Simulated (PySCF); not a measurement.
Orbital picture of SeI

CAM-B3LYP at R = 2.452 Å; Se def2-TZVPP, I def2-TZVPP with ECP28; scalar-relativistic core potentials (PySCF 2.14). State: ²Π (doublet), unpaired electrons π ↑. Only the outer orbitals are listed, counted within each symmetry, core potentials removing the inner ones.

```json
{"spin": "α", "orbital": "10σ", "occ.": "1", "ε (eV)": "-23.03", "on Se (%)": "43", "main shells (%)": "55 I s, 40 Se s"}
{"spin": "α", "orbital": "11σ", "occ.": "1", "ε (eV)": "-19.77", "on Se (%)": "56", "main shells (%)": "54 Se s, 41 I s"}
{"spin": "α", "orbital": "12σ", "occ.": "1", "ε (eV)": "-11.54", "on Se (%)": "49", "main shells (%)": "48 I p, 44 Se p"}
{"spin": "α", "orbital": "6π", "occ.": "1", "ε (eV)": "-10.96", "on Se (%)": "52", "main shells (%)": "52 Se p, 47 I p"}
{"spin": "α", "orbital": "6π", "occ.": "1", "ε (eV)": "-10.39", "on Se (%)": "36", "main shells (%)": "63 I p, 35 Se p"}
{"spin": "α", "orbital": "7π", "occ.": "1", "ε (eV)": "-8.73", "on Se (%)": "47", "main shells (%)": "52 I p, 47 Se p"}
{"spin": "α", "orbital": "7π", "occ.": "1", "ε (eV)": "-8.02", "on Se (%)": "63", "main shells (%)": "63 Se p, 36 I p"}
{"spin": "α", "orbital": "13σ", "occ.": "0", "ε (eV)": "-1.55", "on Se (%)": "49", "main shells (%)": "47 Se p, 45 I p"}
{"spin": "α", "orbital": "14σ", "occ.": "0", "ε (eV)": "4.44", "on Se (%)": "11", "main shells (%)": "91 I p, 21 Se d"}
{"spin": "α", "orbital": "8π", "occ.": "0", "ε (eV)": "5.10", "on Se (%)": "18", "main shells (%)": "60 I p, 22 I d, 13 Se d"}
{"spin": "β", "orbital": "10σ", "occ.": "1", "ε (eV)": "-22.66", "on Se (%)": "33", "main shells (%)": "65 I s, 29 Se s"}
{"spin": "β", "orbital": "11σ", "occ.": "1", "ε (eV)": "-18.98", "on Se (%)": "64", "main shells (%)": "63 Se s, 31 I s"}
{"spin": "β", "orbital": "12σ", "occ.": "1", "ε (eV)": "-11.33", "on Se (%)": "48", "main shells (%)": "49 I p, 42 Se p"}
{"spin": "β", "orbital": "6π", "occ.": "1", "ε (eV)": "-10.28", "on Se (%)": "32", "main shells (%)": "67 I p, 31 Se p"}
{"spin": "β", "orbital": "6π", "occ.": "1", "ε (eV)": "-9.81", "on Se (%)": "16", "main shells (%)": "83 I p, 15 Se p"}
{"spin": "β", "orbital": "7π", "occ.": "1", "ε (eV)": "-7.80", "on Se (%)": "67", "main shells (%)": "67 Se p, 32 I p"}
{"spin": "β", "orbital": "7π", "occ.": "0", "ε (eV)": "-3.38", "on Se (%)": "82", "main shells (%)": "82 Se p, 15 I p"}
{"spin": "β", "orbital": "13σ", "occ.": "0", "ε (eV)": "-1.36", "on Se (%)": "51", "main shells (%)": "48 Se p, 43 I p"}
{"spin": "β", "orbital": "14σ", "occ.": "0", "ε (eV)": "4.53", "on Se (%)": "8", "main shells (%)": "94 I p, 19 Se d"}
```

Task: Which are the highest filled and the lowest empty level, where do they sit, and how wide is the gap?

Result: Highest filled β 7π at -7.80 eV (in %: 67 Se p, 32 I p); lowest empty β 7π at -3.38 eV (in %: 82 Se p, 15 I p); the gap at CAM-B3LYP is 4.42 eV. Both belong to one degenerate shell, split only by its one-sided filling, so this is no excitation gap.

```json
{"bond order (Mayer)": "1.36", "⟨S²⟩": "0.755", "charge on Se (Mulliken, basis-dependent)": "-0.06", "charge on Se (Löwdin, basis-dependent)": "-0.09", "dipole moment (positive dipole means Se(−)I(+))": "0.41 D", "polarisability along the bond": "84.5 bohr³", "polarisability across the bond": "37.7 bohr³"}
```

Spin–orbit coupling is left out. The state is the lowest determinant that a PBE0 search found; another state may lie lower at other levels.
